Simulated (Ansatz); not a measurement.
Geometry optimisation, RKS PBE/def2-SVP (Ansatz).

The input (input.yaml):

```yaml
crystal:
  periodic: [false, false, false]
  atoms:
    - { symbol: Ta, position_ang: [0.0, 0.0, 0.0] }
    - { symbol: O, position_ang: [2.37, 0.0, 0.0] }
    - { symbol: H, position_ang: [2.7071, -0.5308, 0.7903] }
    - { symbol: "N", position_ang: [0.0, 0.0, 2.16] }
    - { symbol: H, position_ang: [-0.2456, -0.8845, 2.69] }
    - { symbol: H, position_ang: [0.2456, 0.8845, 2.69] }
    - { symbol: O, position_ang: [0.0, 0.0, -2.02] }
    - { symbol: H, position_ang: [-0.6343, -0.71, -2.3571] }
    - { symbol: "N", position_ang: [-1.08, 1.8706, 0.0] }
    - { symbol: H, position_ang: [-1.6414, 2.1584, 0.8518] }
    - { symbol: H, position_ang: [-1.0486, 2.5007, -0.8518] }
    - { symbol: "N", position_ang: [-1.08, -1.8706, 0.0] }
    - { symbol: H, position_ang: [-1.8056, -2.0636, 0.7482] }
    - { symbol: H, position_ang: [-0.8844, -2.5955, -0.7482] }
    - { symbol: F, position_ang: [0.7032, -1.7912, 1.127] }
    - { symbol: H, position_ang: [1.8595, -1.1638, 0.7323] }
basis:
  gaussian: { orbitals: def2-SVP }
hamiltonian:
  xc: pbe
relax:
  f_tol: 0.15
  max_steps: 25
  restrain:
    - { distance: [0, 14], at: 1.93, k: 30.0 }
    - { distance: [15, 1], at: 1.01, k: 30.0 }
    - { distance: [0, 1], at: 3.22, k: 30.0 }
    - { distance: [15, 14], at: 2.12, k: 30.0 }
output:
  orbitals: {}
```

Run as:

```bash
$ ansatz run input.yaml --threads 4 --pin off --max-ram 5120MiB --backend cpu --events-out ev --progress --plain --runs-dir out
```

Q: Where does it end, and by what steps?

A: It converged. The restraints hold the end off the free minimum; the threshold counts their pulls, which the force column leaves out. Restrained pairs: Ta1–F15 (2.23 → 1.94 Å), O2–H16 (1.47 → 0.99 Å), Ta1–O2 (2.37 → 3.22 Å), F15–H16 (1.37 → 2.12 Å). After 18 steps the energy has fallen by 6.121 eV (the restraints' own energy left out); H13 moved furthest, 1.45 Å.

| step | energy less start (eV) | largest force component (eV/Å) | accepted |
| --- | --- | --- | --- |
| 0 | 0.0000 | 5.490 | yes |
| 1 | 0.1874 | 4.661 | yes |
| 2 | -0.3543 | 4.344 | yes |
| 3 | -2.2533 | 3.396 | yes |
| 4 | -3.8550 | 1.803 | yes |
| 5 | -4.6894 | 1.693 | yes |
| 6 | -5.2086 | 1.135 | yes |
| 7 | -5.4229 | 0.805 | yes |
| 8 | -5.5720 | 0.732 | yes |
| 9 | -5.6826 | 0.787 | yes |
| 10 | -5.7718 | 0.876 | yes |
| 11 | -5.8856 | 0.633 | yes |
| 12 | -5.9573 | 1.194 | yes |
| 13 | -6.0290 | 0.612 | yes |
| 14 | -6.0682 | 0.780 | yes |
| 15 | -6.0760 | 1.015 | yes |
| 16 | -6.1122 | 0.596 | yes |
| 17 | -6.1145 | 0.540 | yes |
| 18 | -6.1210 | 0.599 | yes |

```xyz
16
Properties=species:S:1:pos:R:3
Ta -0.241 -0.437 0.063
O 2.943 -0.134 0.411
H 2.347 0.190 1.130
N 0.421 0.082 1.929
H 0.732 -0.626 2.609
H 0.282 0.980 2.402
O 0.368 0.058 -1.699
H 0.133 -0.369 -2.541
N -1.342 1.249 0.171
H -1.809 1.659 0.988
H -1.450 1.890 -0.625
N -1.830 -1.631 0.027
H -2.804 -1.319 0.006
H -1.770 -2.642 0.188
F 0.796 -2.053 0.354
H 2.690 -1.093 0.398
```

Time of the run: 20 s on 4 threads of AMD EPYC 9R45 96-Core Processor (Zen 5) (shared host), peak memory 0.27 GiB.
